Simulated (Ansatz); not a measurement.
One change: `C#CB(Cl)Cl` becomes `ClB(Cl)Br`.

Ansatz, PBE0-D4/def2-TZVP geometries, multiplicity 1. 

Scalar relativity is left out up to krypton.

| property | `C#CB(Cl)Cl` |
| --- | --- |
| LUMO energy (PBE/def2-TZVPP) / eV | -3.18 |
| HOMO energy (PBE0/def2-TZVPP) / eV | -8.60 |
| zero-point energy (PBE0-D4/def2-TZVP) / kJ/mol | 67.5 |
| size of the dipole moment (PBE/def2-TZVPP) / D | 1.52 |
| HOMO–LUMO gap (PBE/def2-TZVPP) / eV | 4.12 |
| HOMO–LUMO gap (ωB97M-V/def2-TZVPP) / eV | 10.60 |

Task: What does the change do to each property? (An estimate is asked.)

Result: Computed: 
```tsv
property	`ClB(Cl)Br`	shift
LUMO energy (PBE/def2-TZVPP) / eV	-2.72	0.46
HOMO energy (PBE0/def2-TZVPP) / eV	-8.66	-0.06
zero-point energy (PBE0-D4/def2-TZVP) / kJ/mol	18.8	-48.7
size of the dipole moment (PBE/def2-TZVPP) / D	0.03	-1.49
HOMO–LUMO gap (PBE/def2-TZVPP) / eV	4.59	0.47
HOMO–LUMO gap (ωB97M-V/def2-TZVPP) / eV	11.15	0.55
```

With PBE0 the HOMO falls by 0.06 eV and the LUMO rises by 0.50 eV, so the gap widens by about 0.56 eV. PBE moves the HOMO by -0.01 eV and ωB97M-V by -0.03 eV. The zero-point energy changes by -48.7 kJ/mol with -6 modes.

Spin–orbit coupling is left out; it splits and shifts lone-pair levels of the heavy atoms by tenths of an eV.
